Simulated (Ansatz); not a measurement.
Geometry optimisation, Ansatz 0.2.0, UKS LDA/def2-SVP.

Input:

```yaml
crystal:
  periodic: [false, false, false]
  atoms:
    - { symbol: B, position_ang: [0.055481, 0.008607, -0.411235] }
    - { symbol: F, position_ang: [-0.042082, -0.348968, 2.058746] }
    - { symbol: "N", position_ang: [1.319178, 0.065941, -0.962822] }
    - { symbol: H, position_ang: [2.153519, -0.134345, -0.408727] }
    - { symbol: H, position_ang: [1.51819, 0.340682, -1.933105] }
    - { symbol: "N", position_ang: [-1.25148, 0.153785, -0.828407] }
    - { symbol: H, position_ang: [-2.024858, 0.113658, -0.161652] }
    - { symbol: H, position_ang: [-1.542854, 0.311615, -1.801002] }
    - { symbol: Cl, position_ang: [-0.185093, -0.510977, 3.678204] }
magnetization:
  spin_polarized: true
  initial_magnetization: 1
basis:
  gaussian: { orbitals: def2-SVP }
hamiltonian:
  xc: lda
relax:
  f_tol: 0.03
  max_steps: 50
output:
  orbitals: {}
```

Run as:

```bash
$ ansatz run input.yaml --threads 4 --pin off --max-ram 5120MiB --backend cpu --events-out ev --progress --plain --runs-dir out
```

Question: Where does it end, and by what steps?

Answer: The forces met the threshold. After 31 steps the energy has fallen by 5.227 eV; Cl9 moved furthest, 2.79 Å. Parted: F2–Cl9 (1.63 → 3.43 Å). Joined: B1–F2 (2.50 → 1.33 Å).

```
step  energy less start (eV)  largest force component (eV/Å)  accepted
   0                  0.0000                           4.628       yes
   2                 -1.4346                           6.145       yes
   4                 -4.0444                           2.730       yes
   6                 -4.3016                           0.296       yes
   8                 -4.3477                           0.204       yes
  10                 -4.4132                           0.134       yes
  12                 -4.4729                           0.209       yes
  14                 -4.5387                           0.383       yes
  16                 -4.6409                           0.263       yes
  18                 -4.8070                           0.394       yes
  20                 -4.9605                           0.651       yes
  22                 -5.0972                           0.238       yes
  24                 -5.1713                           0.126       yes
  26                 -5.2063                           0.286       yes
  28                 -5.2237                           0.184       yes
  30                 -5.2228                           0.559        no
  31                 -5.2274                           0.030       yes
```

```xyz
9
Properties=species:S:1:pos:R:3
B 0.278 -0.523 -0.060
F 0.640 -1.571 0.680
N 1.221 0.186 -0.804
H 2.218 0.004 -0.673
H 1.018 1.069 -1.274
N -1.141 -0.255 -0.140
H -1.803 -0.778 0.442
H -1.553 0.536 -0.641
Cl -0.878 1.333 1.699
```

Whether the end is a true minimum wasn't checked by a vibrational analysis.

Time of the run: 31 s on 4 threads of Arm Neoverse V2, on a shared host, peak memory 0.2 GiB.
